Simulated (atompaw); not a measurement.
**Building the PAW (atompaw) potential for Yb (Z = 70) (LDA (PW92), scalar-relativistic).**

```
Element                 : Yb
Generator               : atompaw 4.2.0.5
Type                    : PAW
Functional              : LDA (PW92)
Relativity              : scalar-relativistic
Frozen core             : [Xe]
Valence charge          : 16
Reference configuration : 4f14 5d0 6s2 6p0
Partial waves           : 6s (bound): rc 3.00 bohr; 6s channel at 0.3 Ry: rc 3.00 bohr; 6p (bound, empty): rc 3.00 bohr; 6p channel at 3.25 Ry: rc 3.00 bohr; 5d (bound, empty): rc 3.00 bohr; 5d channel at 4.1 Ry: rc 3.00 bohr; 4f (bound): rc 1.25 bohr; 4f channel at 0.05 Ry: rc 1.25 bohr
Local potential         : bessel scheme, radius 2.25 bohr
Core correction         : smooth core density matched at 1.65 bohr
Augmentation charge     : sinc compensation charge, radius 2.15 bohr; PAW radius 3.00 bohr; waves and projectors: custom rrkj vanderbiltortho
```

Estimate the cutoffs (Ry, on a coarse ladder) from which the occupation-weighted sum of valence levels, in a spherical-Bessel basis at the reference potential, stays within 10 and 1 mRy of its value at 400 Ry.

140 Ry and 200 Ry.

Does the potential have ghost states?

No extra level below or beside the all-electron valence levels (s, p, d, f tested). The logarithmic derivative shows an extra or strongly shifted pseudo pole above the reference energy (p near 1.27 Ry).

Is the overlap operator S = 1 + Σ q|β⟩⟨β| positive definite (Bessel basis up to 400 Ry)?

Yes: its lowest eigenvalue is 0.46 (s channel).

Which valence shell sets the plane-wave cutoff?

4f: its level needs 120 Ry to come within 1 mRy, against 6 Ry for 6s.
